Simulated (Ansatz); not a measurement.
A nudged elastic band was laid between two geometries of FH + H4OSn (8 atoms, charge 0, multiplicity 1).

Theory: RKS PBE-D4/def2-SVP in Ansatz 0.2.0.

```
movable images  : 7
climbing image  : yes
spring          : 5.0 eV/Å²
optimiser       : quadratic models (default)
start path      : through a guess of the saddle point
force threshold : 0.05 eV/Å
iteration limit : 60
end points      : relaxed
```

First end point:

```xyz
8
Properties=species:S:1:pos:R:3
Sn 0.228 0.078 -0.077
H 0.099 0.298 1.666
H 1.868 -0.206 -0.511
H -0.490 1.440 -0.861
O -0.716 -1.637 -0.520
H -1.582 -1.577 -0.064
F -2.427 -0.403 1.456
H -1.604 -0.227 1.887
```

Last end point:

```xyz
8
Properties=species:S:1:pos:R:3
Sn -0.355 0.025 -0.539
H -0.187 -0.053 3.588
H 1.255 0.068 0.052
H -0.859 1.084 -1.807
O -0.692 -1.897 -0.963
H -1.613 -2.030 -1.261
F -1.567 0.472 0.949
H -0.606 0.097 2.958
```

Question: What changes between the two ends?

Answer: Bonds broken: Sn1–H2, F7–H8. Bonds formed: Sn1–F7, H2–H8. FH + H4OSn becomes FH3OSn + H2.

Question: Give the energies along the band, and the barrier.

Answer: The forces met the threshold. The highest image is number 3 of 0 to 8, 0.79 eV above the first end and 1.11 eV above the last; the last end lies 0.32 eV below the first. A vibrational analysis at the climbing image gives one clearly imaginary mode, 888i cm⁻¹: a first-order saddle point. The orbitals stay closed-shell, which can raise the energy where a bond breaks towards radicals; this wasn't checked here.

```json
{"image": "0", "path coordinate (Å)": "0.00", "energy (eV)": "0.00", "Sn1–H2 (Å)": "1.76", "F7–H8 (Å)": "0.95", "Sn1–F7 (Å)": "3.10"}
{"image": "1", "path coordinate (Å)": "0.54", "energy (eV)": "0.06", "Sn1–H2 (Å)": "1.77", "F7–H8 (Å)": "0.95", "Sn1–F7 (Å)": "2.91"}
{"image": "2", "path coordinate (Å)": "1.08", "energy (eV)": "0.33", "Sn1–H2 (Å)": "1.84", "F7–H8 (Å)": "0.98", "Sn1–F7 (Å)": "2.58"}
{"image": "3", "path coordinate (Å)": "1.62", "energy (eV)": "0.79", "Sn1–H2 (Å)": "2.07", "F7–H8 (Å)": "1.22", "Sn1–F7 (Å)": "2.24"}
{"image": "4", "path coordinate (Å)": "2.45", "energy (eV)": "0.03", "Sn1–H2 (Å)": "2.62", "F7–H8 (Å)": "1.81", "Sn1–F7 (Å)": "2.01"}
{"image": "5", "path coordinate (Å)": "3.28", "energy (eV)": "-0.26", "Sn1–H2 (Å)": "3.24", "F7–H8 (Å)": "2.11", "Sn1–F7 (Å)": "1.97"}
{"image": "6", "path coordinate (Å)": "4.11", "energy (eV)": "-0.32", "Sn1–H2 (Å)": "3.83", "F7–H8 (Å)": "2.25", "Sn1–F7 (Å)": "1.97"}
{"image": "7", "path coordinate (Å)": "4.94", "energy (eV)": "-0.32", "Sn1–H2 (Å)": "4.06", "F7–H8 (Å)": "2.26", "Sn1–F7 (Å)": "1.97"}
{"image": "8", "path coordinate (Å)": "5.77", "energy (eV)": "-0.32", "Sn1–H2 (Å)": "4.13", "F7–H8 (Å)": "2.26", "Sn1–F7 (Å)": "1.97"}
```

Question: What is the geometry of the highest image?

Answer: 
```xyz
8
Properties=species:S:1:pos:R:3
Sn -0.156 -0.048 -0.034
H 0.005 0.557 1.935
H 1.552 -0.305 -0.032
H -0.775 1.362 -0.804
O -0.742 -1.803 -0.801
H -1.682 -1.940 -0.569
F -1.892 -0.280 1.360
H -0.933 0.222 1.920
```

Question: What are the harmonic wavenumbers there?

Answer: 888i, 110, 166, 336, 433, 498, 539, 602, 660, 731, 879, 942, 1139, 1569, 1852, 1884, 1903, 3705 cm⁻¹.

The band took 32 iterations and of the order of 4 core-minutes.

Time of the run: 4 min on 1 thread of Intel(R) Xeon(R) 6975P-C (Granite Rapids) (shared host), peak memory 0.16 GiB.
